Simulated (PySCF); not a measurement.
Correlation energy of Nb (niobium, neutral)

[Kr] 4d4 5s1, high-spin 6D determinant. Calculation: PySCF 2.14, in x2c-TZVPall (8s6p6d1f, 63 functions); the spin-free X2C one-electron Hamiltonian (Gaussian nucleus). Frozen: [Kr]; 5 electrons correlated.

MP2 pair energies summed by pair of shells (mhartree):

| pair | energy | share (%) |
| --- | --- | --- |
| 4d-4d | -28.72 | 70.8 |
| 4d-5s | -11.86 | 29.2 |

Total MP2 correlation energy: -40.58 mhartree.

Same-spin part -40.58 and opposite-spin part 0.00 mhartree; SCS-MP2 scales them by 1/3 and 6/5 to -13.53 mhartree.
